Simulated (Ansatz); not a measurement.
Consider the ligand exchange at the Si–S bond: `[SiH3][S][GeH3]` + `NCBCl` → `[SiH3]NCBCl` + `[SH][GeH3]`.

Isolated molecules relaxed with PBE0-D4/def2-TZVP in Ansatz; ΔE leaves out vibrations. CBS: MP2 limit from def2 TZ/QZ plus the TZ coupled-cluster correction, frozen cores. Functionals use def2-TZVPP. B3LYP here is the variant with VWN-RPA as its local correlation; programs differ in this. For Ge outer-core shells are correlated without core-valence functions, which leaves a few kJ/mol of doubt a bond. Scalar relativity is left out up to krypton. Each species was taken in one conformer, which may not be the lowest.

`[SiH3][S][GeH3]`:

Cartesian coordinates in Å:
```
Si -1.239 0.222 1.053
S 0.128 1.469 -0.004
Ge 1.261 -0.129 -1.064
H -2.058 -0.589 0.114
H -2.115 1.126 1.836
H -0.521 -0.705 1.967
H 2.312 0.600 -1.907
H 0.304 -0.935 -1.956
H 1.927 -1.058 -0.038
```

`NCBCl`:

```xyz
9

N     0.395   -0.463    1.203
C     0.457    0.297   -0.023
B    -0.539   -0.074   -1.150
Cl   -1.894   -1.141   -0.861
H    -0.559   -0.672    1.462
H     0.834    0.022    1.973
H     0.286    1.390    0.093
H     1.466    0.242   -0.457
H    -0.447    0.400   -2.240
```

`[SiH3]NCBCl`:

Cartesian coordinates in Å:
```
Si 0.074 0.028 1.760
N 0.563 0.766 0.283
C -0.127 0.495 -0.967
B -0.058 -0.986 -1.451
Cl -1.153 -1.519 -2.705
H -0.038 -1.435 1.518
H 1.104 0.326 2.788
H -1.251 0.484 2.282
H 0.902 1.714 0.351
H 0.392 1.018 -1.789
H -1.157 0.882 -1.008
H 0.748 -1.772 -1.063
```

`[SH][GeH3]`:

Z-matrix (Å, degrees):
```
Ge
S 1 2.224
H 1 1.536 2 110.4
H 1 1.533 2 104.8 3 119.2
H 1 1.536 2 110.4 3 -121.7
H 2 1.343 1 94.6 3 60.6
```

(1) Is it downhill or uphill in electronic energy at CCSD(T)/CBS, and by how much? (Best estimate.)

(2) What do these levels give: B3LYP-D4, ωB97M-V, B2PLYP, r2SCAN, B3LYP, HF/def2-TZVPP, SCS-MP2/def2-TZVPP, CCSD(T)/def2-TZVPP, HF/def2-QZVPP, SCS-MP2/def2-QZVPP, MP2/CBS(def2), CCSD/CBS(def2)? (Best estimate.)

Largest T1 diagnostic among the species: 0.011.

Answers

(1) Computed: Uphill: ΔE = +27.5 kJ/mol.

(2) Ansatz gave: B3LYP-D4 24.1, ωB97M-V 24.7, B2PLYP 23.4, r2SCAN 30.7, B3LYP 22.5, HF/def2-TZVPP 16.7, SCS-MP2/def2-TZVPP 22.0, CCSD(T)/def2-TZVPP 23.3, HF/def2-QZVPP 15.9, SCS-MP2/def2-QZVPP 24.1, MP2/CBS(def2) 30.8, CCSD/CBS(def2) 25.4 kJ/mol.

In def2-TZVPP, CCSD(T) changes the Hartree–Fock value by +6.6 kJ/mol (the triples alone add +2.1 kJ/mol) and MP2 by +9.9 kJ/mol.
